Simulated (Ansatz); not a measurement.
`BC(=O)OC` + `FC([SiH3])S` → `BSC(F)[SiH3]` + `COC=O` at 600 K and 1 bar (ligand exchange at a B–C bond).

Gas-phase electronic energies from Ansatz, PBE0-D4/def2-TZVP geometries. CCSD(T)/CBS is the MP2 limit (def2-TZVPP, def2-QZVPP) plus CCSD(T) − MP2 in def2-TZVPP, frozen cores. Each species was taken in one conformer, which may not be the lowest.

```csv
species,CCSD(T)/CBS energy (Eh),H − E (kJ/mol),S (J/(mol·K))
`BC(=O)OC`,-254.22022,244.9,402.6
`FC([SiH3])S`,-827.68200,196.6,405.2
`BSC(F)[SiH3]`,-853.08988,243.7,461.9
`COC=O`,-228.84804,203.4,341.6
```

H − E and S are ideal-gas, rigid-rotor, harmonic terms from PBE0-D4/def2-TZVP, for one conformer and one mirror image of each species. 1 Eh = 2625.50 kJ/mol, R = 8.31446 J/(mol·K).

Question: By hand: ΔE, ΔH, ΔS and ΔG.

Answer: ΔE = (-853.08988) + (-228.84804) − (-254.22022) − (-827.68200) = -0.03570 Eh = -93.7 kJ/mol. Δ(H − E) = 243.7 + 203.4 − 244.9 − 196.6 = 5.6, so ΔH = -88.1 kJ/mol. ΔS = 461.9 + 341.6 − 402.6 − 405.2 = -4.3 J/(mol·K). ΔG = -88.1 − 600 × (-4.3)/1000 = -85.5 kJ/mol.

Question: By hand: the equilibrium constant, and the temperature at which ΔG would vanish if ΔH and ΔS stayed fixed.

Answer: log₁₀ K = −ΔG/(RT ln 10) = 7.4. ΔG = 0 at ΔH/ΔS = 20488 K, far beyond where these terms or the molecules hold.

The number of gas molecules stays the same, so ΔS is small and ΔH decides. A doubt of 5 kJ/mol in ΔE shifts log₁₀ K by 0.4 here. Other conformers and mirror images would add mixing entropy, several J/(mol·K) or more a flexible species. Modes under 60 cm⁻¹, often nearly free rotors, make the harmonic entropy too high. These are equilibria of isolated gas molecules and say nothing of rates. Largest T1 diagnostic: 0.018 (customary marks: 0.02 for closed shells, 0.045 for open ones).
